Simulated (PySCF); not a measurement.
C₈H₁₅B.
Atom-mapped SMILES: `[CH2:1]=[CH:2][CH2:3][C@H:4]1[BH:5][CH2:6][CH2:7][CH2:8][CH2:9]1` (hydrogens: H10, H11 on C1; H12 on C2; H13, H14 on C3; H15 on C4; H16 on B5; H17, H18 on C6; H19, H20 on C7; H21, H22 on C8; H23, H24 on C9)

Theory: PySCF, PBE0-D3(BJ)/def2-SVP geometry optimisation, gas phase.

**Question.** Give the optimised bond lengths and angles.

**Answer.** 
| bond | length (Å) | order |
| --- | --- | --- |
| C1=C2 | 1.334 | double |
| C2–C3 | 1.497 | single |
| C3–C4 | 1.537 | single |
| C4–B5 | 1.568 | single |
| B5–C6 | 1.564 | single |
| C6–C7 | 1.529 | single |
| C7–C8 | 1.525 | single |
| C8–C9 | 1.526 | single |
| C4–C9 | 1.533 | single |
| C1–H10 | 1.095 | single |
| C1–H11 | 1.093 | single |
| C2–H12 | 1.097 | single |
| C3–H13 | 1.106 | single |
| C3–H14 | 1.102 | single |
| C4–H15 | 1.119 | single |
| B5–H16 | 1.216 | single |
| C6–H17 | 1.103 | single |
| C6–H18 | 1.114 | single |
| C7–H19 | 1.103 | single |
| C7–H20 | 1.105 | single |
| C8–H21 | 1.102 | single |
| C8–H22 | 1.106 | single |
| C9–H23 | 1.106 | single |
| C9–H24 | 1.103 | single |

Orders are formal, as drawn. A selection of angles:
| angle | degrees |
| --- | --- |
| C2–C1–H10 | 121.3 |
| C2–C1–H11 | 121.7 |
| H10–C1–H11 | 117.0 |
| C1–C2–C3 | 125.0 |
| C1–C2–H12 | 118.4 |
| C3–C2–H12 | 116.6 |
| C2–C3–C4 | 114.6 |
| C2–C3–H13 | 108.8 |
| C2–C3–H14 | 109.4 |
| C4–C3–H13 | 108.3 |
| C4–C3–H14 | 109.2 |
| H13–C3–H14 | 106.2 |
| C3–C4–B5 | 115.2 |
| C3–C4–C9 | 114.3 |
| C3–C4–H15 | 106.4 |
| B5–C4–C9 | 114.1 |
| B5–C4–H15 | 97.7 |
| C9–C4–H15 | 107.2 |
| C4–B5–C6 | 120.3 |
| C4–B5–H16 | 119.2 |
| C6–B5–H16 | 120.0 |
| B5–C6–C7 | 115.2 |
| B5–C6–H17 | 112.3 |
| B5–C6–H18 | 102.0 |
| C7–C6–H17 | 112.6 |
| C7–C6–H18 | 109.9 |
| H17–C6–H18 | 103.6 |
| C6–C7–C8 | 112.1 |
| C6–C7–H19 | 111.0 |
| C6–C7–H20 | 109.1 |
| C8–C7–H19 | 110.2 |
| C8–C7–H20 | 108.5 |
| H19–C7–H20 | 105.7 |
| C7–C8–C9 | 112.5 |
| C7–C8–H21 | 109.9 |
| C7–C8–H22 | 109.4 |
| C9–C8–H21 | 109.6 |
| C9–C8–H22 | 109.3 |
| H21–C8–H22 | 105.9 |
| C8–C9–H23 | 108.8 |
| C8–C9–H24 | 109.6 |
| C4–C9–C8 | 113.1 |
| C4–C9–H23 | 108.7 |
| C4–C9–H24 | 110.7 |

Dihedral angles: C1–C2–C3–C4 -114° (anticlinal); C2–C3–C4–B5 167° (antiperiplanar); C3–C4–B5–C6 156° (antiperiplanar); C4–B5–C6–C7 -22° (synperiplanar); B5–C6–C7–C8 40° (synclinal); C6–C7–C8–C9 -59° (synclinal); C7–C8–C9–C4 60° (synclinal); C3–C4–C9–C8 -174° (antiperiplanar).

The 6-membered ring C4–B5–C6–C7–C8–C9 has internal angles of 112.1° to 120.3° (sum 687°, against 720° for a flat polygon); it is puckered, 0.19 Å rms from its mean plane, widest ring torsion 60°. The 7 C–C bonds span 1.334 Å (C1=C2, drawn double) to 1.537 Å (C3–C4, drawn single), a spread of 0.203 Å. Of the pairs four or more bonds apart, C2···H24 is among the closest relative to their van der Waals radii: 2.81 Å, 97 % of the sum of Bondi's values. B5 (three-coordinate boron) is planar (angles 120.3°, 120.0° and 119.2°, sum 359.6°, 0.05 Å off the plane of its three neighbours).

Point group: C1 (no symmetry element, even within 0.4 Å). Whether it is a minimum is left open (no frequencies). One conformer, not necessarily the lowest.

The run took about 8 min of CPU time (one thread, shared machine). These figures are those of the optimisation.
